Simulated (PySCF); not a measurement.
Point-charge models of `C[PH](CC)(C=C)CC` against its computed dipole.

Coordinates (GFN2-xTB, Å) and charges (e) from the PBE0/pcSseg-1 density (PySCF):

```tsv
atom	x	y	z	Mulliken	IAO	Hirshfeld	ESP-fitted
C1	-2.704	-1.020	1.016	-0.1300	-0.3001	-0.0892	-0.2883
C2	-1.531	-0.593	1.454	-0.3402	-0.3604	-0.0867	-0.3628
P3	-0.111	-0.192	0.402	+0.3806	+1.1236	+0.3402	+0.8633
C4	-0.063	-1.914	-0.465	-0.5054	-0.7140	-0.2110	-0.9615
C5	1.554	-0.416	1.176	-0.3886	-0.4531	-0.1053	-0.0415
C6	2.528	0.595	0.588	-0.2784	-0.4121	-0.1156	-0.2883
C7	-0.347	0.657	-1.235	-0.4243	-0.4674	-0.1069	-0.0113
C8	-0.500	2.163	-1.161	-0.2485	-0.4137	-0.1234	-0.3626
H9	-2.859	-1.299	-0.014	+0.1175	+0.1447	+0.0461	+0.1565
H10	-3.558	-1.120	1.668	+0.1221	+0.1540	+0.0497	+0.1585
H11	-1.396	-0.274	2.483	+0.1289	+0.1554	+0.0460	+0.1767
H12	-0.153	1.154	1.106	-0.1019	-0.2762	-0.1056	-0.3014
H13	-0.936	-2.115	-1.083	+0.1168	+0.1268	+0.0217	+0.1989
H14	-0.016	-2.692	0.299	+0.1253	+0.1342	+0.0203	+0.2010
H15	0.818	-2.015	-1.102	+0.1165	+0.1270	+0.0227	+0.1955
H16	1.407	-0.212	2.242	+0.1428	+0.1478	+0.0423	+0.0265
H17	1.924	-1.435	1.054	+0.1471	+0.1412	+0.0402	+0.0404
H18	2.749	0.360	-0.451	+0.1141	+0.1352	+0.0383	+0.0764
H19	2.091	1.592	0.634	+0.1261	+0.1414	+0.0368	+0.0816
H20	3.464	0.602	1.144	+0.1248	+0.1462	+0.0438	+0.0827
H21	0.496	0.370	-1.871	+0.1441	+0.1456	+0.0421	+0.0334
H22	-1.243	0.202	-1.669	+0.1444	+0.1467	+0.0418	+0.0457
H23	-1.300	2.426	-0.471	+0.1281	+0.1459	+0.0355	+0.0975
H24	-0.740	2.567	-2.143	+0.1164	+0.1420	+0.0400	+0.0928
H25	0.417	2.631	-0.812	+0.1215	+0.1393	+0.0360	+0.0904
```

Q: Form Σ q r in debye for every column and set it beside the full dipole.

A: The full density gives (0.17, -0.09, -0.24) D, 0.31 D in size; dipole vectors point from the negative to the positive end.

| scheme | μx | μy | μz | size (D) | share of the full size (%) | angle to the full dipole (°) |
| --- | --- | --- | --- | --- | --- | --- |
| Mulliken | 0.28 | 1.13 | -0.61 | 1.31 | 427 | 77 |
| IAO | 0.29 | 0.49 | 0.04 | 0.57 | 185 | 92 |
| Hirshfeld | 0.06 | 0.30 | 0.25 | 0.39 | 129 | 130 |
| ESP-fitted | 0.16 | -0.08 | -0.27 | 0.32 | 105 | 5 |

Q: Which set comes closest?

A: Length of the difference vector: ESP-fitted 0.03 D, Hirshfeld 0.64 D, IAO 0.65 D, Mulliken 1.28 D. Closest: ESP-fitted. ESP charges are fitted to the potential around the molecule, whose slowest-falling term is the dipole's. The schemes that divide the density aren't constrained to reproduce the dipole.

Q: What is left for the Hirshfeld atoms' own dipoles?

A: The shares of the density sum to the whole, so what Σ q r misses lies in dipoles about the nuclei. The atomic dipoles sum to (0.17, -0.09, -0.24) − (0.06, 0.30, 0.25) = (0.11, -0.39, -0.49) D, 0.64 D in size.

Q: With the origin at the mean of the coordinates, (0.000, 0.001, 0.112) Å, which are the largest single terms, by size, of the IAO dipole along the direction of the full one?

A: C4 -3.40, C2 +2.96, C1 +2.72, H10 -2.10, H11 -1.89 D; all 25 atoms together -0.02 D. The single terms depend on the origin, their sum doesn't.

Q: Give the size of the full dipole in other units.

A: 0.31 D = 0.121 au = 0.064 e·Å = 1.02 × 10⁻³⁰ C·m.

Geometry: GFN2-xTB; no solvent, vibrations or thermal averaging.

Conformer computed: `[H][P:3]([CH:2]=[CH2:1])([CH3:4])([CH2:5][CH3:6])[CH2:7][CH3:8]`: C1–C2–P3–C4 -56°, C2–P3–C5–C6 -149°, C2–P3–C7–C8 82°.
